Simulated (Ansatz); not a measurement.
Ansatz results at the PBE0-D4/def2-TZVP geometry: HOMO–LUMO gap (B3LYP/def2-TZVPP) 8.15 eV; LUMO energy (ωB97M-V/def2-TZVPP) 1.80 eV; size of the dipole moment (PBE/def2-TZVPP) 1.25 D.

Each molecule was computed in one conformer, which needn't be the lowest.

(1) Which molecule gave them?
A. `O=C=N[Si](Cl)(Cl)Cl`
B. `C=C[SiH2]O`
C. `CO[SiH](Br)O[SiH3]`
D. `O[Si](F)(F)F`

## Answers

(1) C. The others give `C=C[SiH2]O`: 7.04, 1.61, 1.51; `O[Si](F)(F)F`: 10.17, 1.72, 2.08; `O=C=N[Si](Cl)(Cl)Cl`: 8.46, 1.79, 0.44.

B3LYP here is the variant with VWN-RPA as its local correlation; programs differ in this.
